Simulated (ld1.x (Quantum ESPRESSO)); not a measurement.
# An all-electron radial function and its pseudo partner (Be)

Columns: radius, all-electron u(r) and pseudo u(r) of the 2p shell (level -1.97 eV) of beryllium in the configuration 1s2 2s2 2p0; PBEsol, scalar-relativistic, PAW scheme, ld1.x (Quantum ESPRESSO) 7.5.

```
r (bohr)  all-electron  pseudo
   0.148        0.0249  0.0068
   0.295        0.0769  0.0268
   0.443        0.1383  0.0589
   0.590        0.1996  0.1007
   0.738        0.2574  0.1505
   0.885        0.3094  0.2048
   1.033        0.3558  0.2612
   1.180        0.3969  0.3163
   1.328        0.4327  0.3682
   1.475        0.4623  0.4141
   1.623        0.4862  0.4532
   1.770        0.5044  0.4841
   1.918        0.5178  0.5070
   2.065        0.5264  0.5220
   2.213        0.5309  0.5301
   2.360        0.5318  0.5325
   2.508        0.5294  0.5303
   2.655        0.5243  0.5248
   2.802        0.5169  0.5170
   2.950        0.5073  0.5073
   3.098        0.4961  0.4961
   3.245        0.4836  0.4836
   3.393        0.4699  0.4699
   3.540        0.4555  0.4555
   3.688        0.4404  0.4404
   3.835        0.4250  0.4250
```

Problem. How many radial nodes do the two functions have?

Solution. The all-electron 2p function has n − l − 1 = 0; the pseudo-wave has 0.

Problem. At about which radius was the pseudo-wave matched?

Solution. 2.95 bohr. The columns agree to 0.0005 from 2.80 bohr on; several derivatives are matched, so the curves merge somewhat inside the radius.

Problem. Is the pseudo-wave norm-conserving?

Solution. No, it belongs to a PAW set: the norm inside the radius is not constrained, and the difference is carried by the augmentation charge.
